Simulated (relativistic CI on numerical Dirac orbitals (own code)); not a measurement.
**d3 in a ligand field**

Computed with a parametric ligand-field model of a d^n configuration (Racah B and C, spin-orbit zeta, crystal field), exact diagonalisation.

Field parameters in Wybourne normalisation: D4h B²₀ = −7Ds, B⁴₀ = 21(Dq − Dt), B⁴₄ = 21√(5/14) Dq; Oh B⁴₀ = 21Dq, B⁴₄ = √(5/14) B⁴₀; Td as Oh with Dq negative (B⁴₀ = 21Dq, B⁴₄ = √(5/14) B⁴₀). The field is a parameter set, without covalency.

(1) Ground term and bands for B = 650, C = 2840, ζ = 0 cm⁻¹, Td, 10Dq = -1800 cm⁻¹?

(2) Ground term and bands for B = 370, C = 1730, ζ = 0 cm⁻¹, Td, 10Dq = -2200 cm⁻¹?

(3) A d3 ion in Oh symmetry has the ground term 4A2 and bands at 4T2 7250 cm⁻¹ (1379 nm), 2E 8314 cm⁻¹ (1203 nm), 2T1 8739 cm⁻¹ (1144 nm), 4T1 11064 cm⁻¹ (904 nm), 2T2 12077 cm⁻¹ (828 nm), 4T1 17286 cm⁻¹ (579 nm). Which parameters reproduce them?

(4) Ground term and bands for B = 430, C = 1540, ζ = 0 cm⁻¹, Oh, 10Dq = 5000 cm⁻¹?

(5) Ground term and bands for B = 980, C = 4990, ζ = 0 cm⁻¹, D4h, 10Dq = 20450, Ds = -1500, Dt = 700 cm⁻¹?

## Answers

(1) Ground term 4T1 with 1.85 electrons in the two orbitals of the cubic e set. Spin-allowed: 4T2 1488 cm⁻¹, 4A2 3288 cm⁻¹ (3042 nm), 4T1 10925 cm⁻¹ (915 nm). Lowest spin-forbidden: 2E 10900 cm⁻¹ (917 nm), 2T2 11716 cm⁻¹ (854 nm), 2T1 11854 cm⁻¹ (844 nm).

(2) Ground term 4T1 with 1.89 electrons in the two orbitals of the cubic e set. Spin-allowed: 4T2 1871 cm⁻¹, 4A2 4071 cm⁻¹ (2456 nm), 4T1 7092 cm⁻¹ (1410 nm). Lowest spin-forbidden: 2E 5625 cm⁻¹ (1778 nm), 2T1 7172 cm⁻¹ (1394 nm), 2T2 7220 cm⁻¹ (1385 nm).

(3) B = 440, C = 1740, ζ = 0 cm⁻¹, Oh, 10Dq = 7250 cm⁻¹.

(4) Ground term 4A2 with 0.00 electrons in the two orbitals of the cubic e set. Spin-allowed: 4T2 5000 cm⁻¹ (2000 nm), 4T1 8084 cm⁻¹ (1237 nm), 4T1 13366 cm⁻¹ (748 nm). Lowest spin-forbidden: 2E 7518 cm⁻¹ (1330 nm), 2T1 7942 cm⁻¹ (1259 nm), 2T2 10550 cm⁻¹ (948 nm). With an A2 ground term the first spin-allowed band lies at |10Dq| itself.

(5) Ground term 4B1 with 0.00 electrons in the two orbitals of the cubic e set. Spin-allowed: 4E 14198 cm⁻¹ (704 nm), 4B2 20450 cm⁻¹ (489 nm), 4E 22755 cm⁻¹ (439 nm), 4A2 26252 cm⁻¹ (381 nm). Lowest spin-forbidden: 2E 18707 cm⁻¹ (535 nm), 2B1 21560 cm⁻¹ (464 nm), 2A1 22111 cm⁻¹ (452 nm).
